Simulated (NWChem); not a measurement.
C$_{4}$H$_{5}$FO; SMILES O=CC1(F)CC1

```xyz
11

O     -0.1029     2.0287     0.0000
C      0.6534     1.0934     0.0000
C      0.2096    -0.3239     0.0000
F      1.2430    -1.2041     0.0000
C     -1.0357    -0.7001     0.7470
C     -1.0357    -0.7001    -0.7470
H      1.7666     1.2148     0.0000
H     -0.9990    -1.6647     1.2592
H     -1.5521     0.1100     1.2689
H     -0.9990    -1.6647    -1.2592
H     -1.5521     0.1100    -1.2689
```
Atoms are numbered in this order, from 1.

Results from NWChem. Geometry: optimised at PBE0/def2-SVP. GIAO values for the isolated, static molecule; σ is the absolute isotropic shielding, δ = σ(reference) − σ with the isolated reference molecule computed at the same levels (13C: tetramethylsilane, 19F: trichlorofluoromethane, 1H: tetramethylsilane, 17O: water).

Estimate the computed values for PBE0/pcSseg-1. Quantities: δ O1 (ppm); δ C2 (ppm); δ C3 (ppm); δ F4 (ppm); δ C5 (ppm); δ H8 (ppm); δ H9 (ppm).


```json
{
  "δ O1 (ppm)": "658.3",
  "δ C2 (ppm)": "207.7",
  "δ C3 (ppm)": "82.6",
  "δ F4 (ppm)": "-229.2",
  "δ C5 (ppm)": "20.7",
  "δ H8 (ppm)": "1.40",
  "δ H9 (ppm)": "1.31"
}
```
